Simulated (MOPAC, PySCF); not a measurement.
C$_{5}$H$_{8}$, SMILES `C1C(C)=CC1`, neutral singlet in the gas phase. 

Cartesian coordinates (Å):
```xyz
13

C      1.8612    -0.1818    -0.3114
C      0.4242     0.0684    -0.0385
C     -0.2969     1.1214     0.3631
C     -1.6203     0.3845     0.3384
C     -0.7806    -0.8526    -0.1323
H      2.2481    -0.9820     0.3270
H      2.4604     0.7135    -0.1391
H      2.0137    -0.5030    -1.3463
H     -0.0350     2.1414     0.6173
H     -2.1165     0.2585     1.3033
H     -2.3539     0.7411    -0.3880
H     -0.7827    -1.7000     0.5577
H     -1.0199    -1.2170    -1.1344
```
Charge 0, spin multiplicity 1.

All levels are single points at this geometry (B3LYP-D3(BJ)/def2-TZVP); Pople sets use spherical d functions. Orbital energies aren't observables, and empty levels follow the basis.

BP86/6-31G* in PySCF gives dipole (D) = 0.39.

Task: Estimate the dipole (D) from each of these levels: B3LYP-D3(BJ)/def2-TZVP in PySCF; PBE-D3(BJ)/def2-TZVP in PySCF; B3LYP/3-21G in PySCF; B3LYP/6-31G* in PySCF; M06-2X/6-31G* in PySCF; PBE/6-31G* in PySCF; HF/3-21G in PySCF; HF/STO-3G in PySCF; AM1 in MOPAC; PM3 in MOPAC; PM6 in MOPAC; PM7 in MOPAC.

Result: 
```
level                            dipole (D)
-------------------------------  ----------
B3LYP-D3(BJ)/def2-TZVP in PySCF        0.40
PBE-D3(BJ)/def2-TZVP in PySCF          0.41
B3LYP/3-21G in PySCF                   0.39
B3LYP/6-31G* in PySCF                  0.38
M06-2X/6-31G* in PySCF                 0.36
PBE/6-31G* in PySCF                    0.39
HF/3-21G in PySCF                      0.38
HF/STO-3G in PySCF                     0.30
AM1 in MOPAC                           0.25
PM3 in MOPAC                           0.23
PM6 in MOPAC                           0.73
PM7 in MOPAC                           0.65
```
